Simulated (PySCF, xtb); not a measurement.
C3H5FSi, SMILES FC=C=C[SiH3].

GFN2-xTB run with xtb at its own geometry gives an orbital gap of 3.92 eV and a dipole moment of 2.72 D.

The structure is a stationary point at B3LYP-D3(BJ)/def2-SVP. This is a generated structure with no PubChem entry under its InChIKey; it may be hypothetical.

Task: What does PySCF with PBE/def2-TZVP give? (An estimate is asked for; the answer gives what the named calculation found.)

Result: gap 3.97 eV (levels -6.05 and -2.08 eV), dipole 1.42 D.
